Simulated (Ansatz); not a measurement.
Ansatz (a program for electronic structure) input (B3LYP/def2-TZVPD):

Ansatz 0.2 input:
```yaml
crystal:
  periodic: [false, false, false]
  atoms:
    - {symbol: C, position_ang: [2.38024914, -0.37274595, -0.13247350]}
    - {symbol: C, position_ang: [1.36902374, 0.05255817, 0.62293398]}
    - {symbol: Si, position_ang: [-0.36070191, 0.06208345, 0.03473521]}
    - {symbol: F, position_ang: [-0.45266879, -0.49096009, -1.44627356]}
    - {symbol: F, position_ang: [-1.30235516, -0.83163300, 0.94147595]}
    - {symbol: F, position_ang: [-0.98438887, 1.51760346, 0.04447084]}
    - {symbol: H, position_ang: [2.22771654, -0.73742477, -1.14162828]}
    - {symbol: H, position_ang: [3.40292401, -0.37370181, 0.22753626]}
    - {symbol: H, position_ang: [1.57826433, 0.40799165, 1.62797703]}
basis:
  gaussian:
    orbitals: def2-TZVPD
hamiltonian:
  xc: {name: B3LYP}
output: {forces: true}
```

Output:

```
Functional definition: B3LYP
integrals: 0.22 GiB planned
1381 factors; their error is unknown
0.41 GiB of the device are held for the grids
1.58 GiB of device memory are held for the factors and their scratch space
mean field: 1.50 GiB planned
mean field evaluation 1: about -18152.6955 eV, gradient 7.3e1 eV
mean field evaluation 2: about -18145.7710 eV, gradient 9.8e1 eV
mean field evaluation 4: about -18161.8606 eV, gradient 4.3e0 eV
mean field evaluation 8: about -18161.9157 eV, gradient 3.9e-1 eV
mean field evaluation 16: about -18161.9160 eV, gradient 1.5e-5 eV
mean field -18161.91596882 eV, -667.4381012652 hartree, gradient 1.6e-5 eV, S^2 0.000000; 0 other end points of the search recorded, 0 dependent functions left out
the calculation of the forces begins
reference -18161.91628009 eV, -667.4381127044 hartree; 28, 28 occupied and 236, 236 virtual orbitals, 1381 factors
Total energy: -18161.91628009 eV, -667.4381127044 hartree
Atom 0 at     2.380249    -0.372746    -0.132473 Å, force     0.022713    -0.006246    -0.008308 eV/Å
Atom 1 at     1.369024     0.052558     0.622934 Å, force     0.004336     0.004327     0.012869 eV/Å
Atom 2 at    -0.360702     0.062083     0.034735 Å, force     0.004799     0.000558     0.003163 eV/Å
Atom 3 at    -0.452669    -0.490960    -1.446274 Å, force    -0.015385    -0.007387    -0.024799 eV/Å
Atom 4 at    -1.302355    -0.831633     0.941476 Å, force    -0.024999    -0.016125     0.014952 eV/Å
Atom 5 at    -0.984389     1.517603     0.044471 Å, force    -0.019135     0.027200    -0.001591 eV/Å
Atom 6 at     2.227717    -0.737425    -1.141628 Å, force     0.011982    -0.004421    -0.007332 eV/Å
Atom 7 at     3.402924    -0.373702     0.227536 Å, force     0.009848    -0.000355     0.002560 eV/Å
Atom 8 at     1.578264     0.407992     1.627977 Å, force     0.005841     0.002450     0.008487 eV/Å
Dipole moment:     0.540293    -0.032274     0.106997 e Å
```
